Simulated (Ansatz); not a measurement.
Reaction (substitution at a C–C bond): `C/C=C(/C)F` + `OB([SiH3])Cl` → `COB([SiH3])Cl` + `C/C=C\F`

Program: Ansatz. Geometries: PBE0-D4/def2-TZVP. ΔE: electronic, gas phase. CCSD(T)/CBS adds triple-zeta CCSD(T) − MP2 to the extrapolated MP2 energy (def2 sets, frozen cores). Double bonds are as drawn, so ΔE can hold a change between cis and trans. Functionals use def2-TZVPP. One conformer a species, not always the lowest.

```csv
level,ΔE (kcal/mol)
ωB97M-V,17.8
MP2/def2-TZVPP,18.7
MP2/def2-QZVPP,18.8
CCSD/CBS(def2),17.7
```

(1) What does CCSD(T)/CBS give? (Estimate.)

Largest T1 diagnostic among the species: 0.013.

## Answers

(1) Computed: +17.7 kcal/mol. The listed levels differ from it by 0.1, 1.0, 1.1, 0.0 kcal/mol.

In def2-TZVPP, CCSD(T) changes the Hartree–Fock value by +1.1 kcal/mol (the triples alone add −0.1 kcal/mol) and MP2 by +2.4 kcal/mol.
